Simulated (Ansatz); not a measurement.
ClH$_{7}$O$_{2}$Si$_{3}$ (`[SiH3]O[SiH](Cl)O[SiH3]`), relaxed with RKS PBE0-D4/def2-TZVP in Ansatz 0.2.0 from a GFN2-xTB geometry. The force threshold is 0.005 eV/Å; the program also tests the step.

Total charge 0; spin multiplicity 1.

Start:

```xyz
13

Si    1.063   -1.634    1.083
O     1.023   -0.008    1.117
Si    0.435    1.402    0.615
Cl   -0.785    2.092    2.026
O    -0.396    1.228   -0.752
Si   -1.358    0.349   -1.725
H     1.753   -2.020   -0.146
H     1.812   -1.958    2.293
H    -0.309   -2.142    1.103
H     1.549    2.271    0.320
H    -2.672    0.251   -1.091
H    -0.750   -0.972   -1.892
H    -1.366    1.140   -2.950
```

Q: How much energy does the relaxation release, and in how many steps? (An estimate is asked.)

A: The calculation gave: 20.47 kJ/mol, in 73 steps, 7 of them rejected.

Q: Which bonds change most? (Estimate.)

A: Computed: Si3–Cl4 from 1.989 to 2.054 Å; Si1–H8 from 1.459 to 1.483 Å; Si3–H10 from 1.444 to 1.467 Å; Si6–H13 from 1.459 to 1.482 Å.

Q: Give the relaxed structure. (An estimate is asked.)

A: Ansatz gave: 
```xyz
13

Si    1.358   -1.681    1.189
O     1.378   -0.140    0.616
Si    0.526    1.216    0.422
Cl   -0.806    1.382    1.977
O    -0.297    1.197   -0.965
Si   -1.627    0.639   -1.753
H     2.619   -2.331    0.763
H     1.266   -1.668    2.670
H     0.196   -2.415    0.626
H     1.430    2.372    0.437
H    -2.849    1.242   -1.169
H    -1.697   -0.840   -1.637
H    -1.498    1.027   -3.177
```
